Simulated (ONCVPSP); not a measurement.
# Zr (Z = 40): excitation energies, all-electron against ONCV

```
Element                 : Zr (Z = 40)
Generator               : ONCVPSP 4.0.1
Type                    : optimised norm-conserving Vanderbilt (ONCV)
Functional              : PBE
Relativity              : scalar-relativistic
Frozen core             : [Ar] 3d10
Valence charge          : 12
Reference configuration : 4s2 4p6 4d1 (charge +3)
Partial waves           : 4s: rc 2.00 bohr, ncon 3, nbas 7, qcut 7.7 1/bohr, 1 projector; 4p: rc 1.65 bohr, ncon 4, nbas 7, qcut 7.4 1/bohr, 1 projector; 4d: rc 1.65 bohr, ncon 3, nbas 8, qcut 5.6 1/bohr, local
Local potential         : the d channel
Core correction         : none
```

Energies are relative to the spin-unpolarised reference configuration 4s2 4p6 4d1; without spin polarisation the order of configurations can differ from experiment.

```json
{"valence configuration": "4s2 4p6 4d2 5s1", "charge": "+1", "ΔE all-electron (eV)": "-35.567", "error AE − PS (meV)": "+112"}
{"valence configuration": "4s2 4p6 4d2 5s1 5p1", "charge": "0", "ΔE all-electron (eV)": "-39.663", "error AE − PS (meV)": "+88"}
```

**Question.** What are ΔE and the potential's error for 4s2 4p6 4d2 5s2?

**Answer.** ΔE = -42.704 eV all-electron; the error (AE − PS) is +165 meV.

**Question.** What are ΔE and the potential's error for 4s2 4p6 4d2?

**Answer.** ΔE = -22.626 eV all-electron; the error (AE − PS) is +1.2 meV.

Levels in the configuration 4s2 4p6 4d2 5s2:

```
level  all-electron (eV)  pseudo (eV)
   4s            -54.505      -54.357
   4p            -32.462      -32.330
   4d             -3.599       -3.517
   5s             -4.440       -4.473
```
